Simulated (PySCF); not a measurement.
## Radial density of Ga (gallium, neutral)

BP86, [Ar] 3d10 4s2 4p1, 2P determinant. Calculation: PySCF 2.14, in jorge-DZP-DKH; the spin-free X2C one-electron Hamiltonian (Gaussian nucleus).

```
r (bohr)  4πr²ρ (e/bohr)  4πr²(ρα − ρβ)
0.000798          0.2700         0.0000
 0.00134          0.6618         0.0000
 0.00226           1.606         0.0000
 0.00380           3.790         0.0000
 0.00639           8.455        -0.0001
  0.0108           17.09        -0.0001
  0.0181           29.21         0.0000
  0.0304           37.79         0.0011
  0.0512           33.88         0.0053
  0.0861           31.77         0.0129
   0.145           43.59         0.0102
   0.243           29.52        -0.0064
   0.410           22.86         0.0190
   0.689           23.32         0.0065
    1.16           6.965         0.0471
    1.95           1.916         0.2672
    3.28          0.6903         0.2948
    5.51         0.08038         0.0644
    9.27       3.734e-05         0.0000
```

Densities and radii are taken from the X2C orbitals without a picture-change correction, which distorts them close to the nucleus.

Where is the radial spin density 4πr²(ρα − ρβ) most negative, and why is it negative at all?

Around r = 0.243 bohr, down to -0.0064 e/bohr: exchange with the open shell polarises the paired shells in an unrestricted calculation.
